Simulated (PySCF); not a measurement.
diethyl sulfide (C₄H₁₀S), SMILES CCSCC.

Geometry: PBE0-D3(BJ)/def2-SVP. One conformer was computed; it need not be the lowest.

Method: TDA-ωB97X/def2-SVPD in PySCF.

Vertical excitations. Isolated molecule, no solvent.

| state | energy (eV) | λ (nm) | f | main pairs |
|---|---|---|---|---|
| S1 | 5.65 | 219 | 0.000 | HOMO→LUMO 65 %, HOMO→LUMO+4 14 % |
| S2 | 6.68 | 186 | 0.050 | HOMO→LUMO+1 69 %, HOMO→LUMO+2 12 % |
| S3 | 7.02 | 177 | 0.010 | HOMO→LUMO+2 72 % |
| S4 | 7.40 | 167 | 0.050 | HOMO→LUMO+3 81 % |
| S5 | 7.74 | 160 | 0.026 | HOMO→LUMO+4 34 %, HOMO→LUMO 14 %, HOMO→LUMO+5 12 %, HOMO→LUMO+1 10 % |
| S6 | 7.97 | 156 | 0.027 | HOMO→LUMO+7 39 %, HOMO→LUMO+6 19 %, HOMO→LUMO+9 7 %, HOMO→LUMO+8 6 % |
| S7 | 8.46 | 147 | 0.036 | HOMO−1→LUMO 37 %, HOMO→LUMO+6 12 %, HOMO→LUMO+9 9 %, HOMO→LUMO+7 7 % |
| S8 | 8.70 | 143 | 0.122 | HOMO−1→LUMO 30 %, HOMO→LUMO+9 14 %, HOMO→LUMO+7 8 %, HOMO→LUMO+6 6 % |
| S9 | 8.78 | 141 | 0.048 | HOMO→LUMO+5 52 %, HOMO→LUMO+4 16 % |
| S10 | 9.04 | 137 | 0.040 | HOMO→LUMO+6 35 %, HOMO→LUMO+9 17 %, HOMO−1→LUMO+1 12 %, HOMO→LUMO+10 9 % |
| T1 | 5.23 | 237 | 0 | HOMO→LUMO 58 %, HOMO→LUMO+4 16 %, HOMO→LUMO+7 10 % |
| T2 | 6.30 | 197 | 0 | HOMO→LUMO+2 35 %, HOMO→LUMO+10 9 %, HOMO→LUMO+7 9 %, HOMO→LUMO+9 8 % |
| T3 | 6.67 | 186 | 0 | HOMO→LUMO+1 67 %, HOMO→LUMO+2 14 % |
| T4 | 7.29 | 170 | 0 | HOMO→LUMO+3 75 % |
Triplets are in the Tamm–Dancoff approximation.
